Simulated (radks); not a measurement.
Spin polarisation of the 3p2 shell in Si. Start: [Ne] 3s2 3p(up 1, down 1); electrons of 3p are moved from spin down to spin up, other shells keep equal spins. Method: non-relativistic Kohn-Sham, PBE, spin-polarised, spherical densities, point nucleus; computed with a radial shooting solver on a logarithmic mesh with Libxc functionals.

moment (Bohr magnetons),E - E(0) (eV),e(3p up) (eV),e(3p down) (eV),3s down minus up (eV),2p down minus up (eV),2s down minus up (eV)
0,0.000,-4.090,-4.090,0.000,0.000,0.000
0.5,-0.049,-4.270,-3.879,0.410,0.053,0.040
1,-0.196,-4.420,-3.632,0.824,0.106,0.080
1.5,-0.444,-4.540,-3.344,1.247,0.159,0.120
2,-0.796,-4.630,-3.002,1.681,0.211,0.159

At moment 2 the spin-polarisation energy is -0.796 eV and the 3p exchange splitting 1.628 eV, that is 0.814 eV per Bohr magneton; E = -I m^2/4 would give I = 0.796 eV.
